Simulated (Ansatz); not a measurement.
The same hydrolysis along the group F, Cl, Br.

Computed with Ansatz on PBE0-D4/def2-TZVP structures; ΔE is electronic, products minus reactants. CCSD(T)/CBS adds triple-zeta CCSD(T) − MP2 to the extrapolated MP2 energy (def2 sets, frozen cores). This one scheme is used for every species. DFT in def2-TZVPP. B3LYP here is the variant with VWN-RPA as its local correlation; programs differ in this. Elements past krypton have def2 core potentials. For Br, In outer-core shells are correlated without core-valence functions, which leaves a few kJ/mol of doubt a bond. Scalar relativity is left out up to krypton. One conformer a species, not always the lowest.

```tsv
reaction	B3LYP-D4 (eV)	MP2/CBS(def2) (eV)	CCSD(T)/CBS(def2) (eV)
`[OH][In]([OH])[F]` + H₂O → `[OH][In]([OH])[OH]` + H–F	0.32	0.22	0.26
`[OH][In]([OH])[Cl]` + H₂O → `[OH][In]([OH])[OH]` + HCl	0.92	0.93	0.92
`[OH][In]([OH])[Br]` + H₂O → `[OH][In]([OH])[OH]` + HBr	1.12	1.17	1.14
```

Largest T1 diagnostic: 0.017, for `[OH][In]([OH])[F]`.
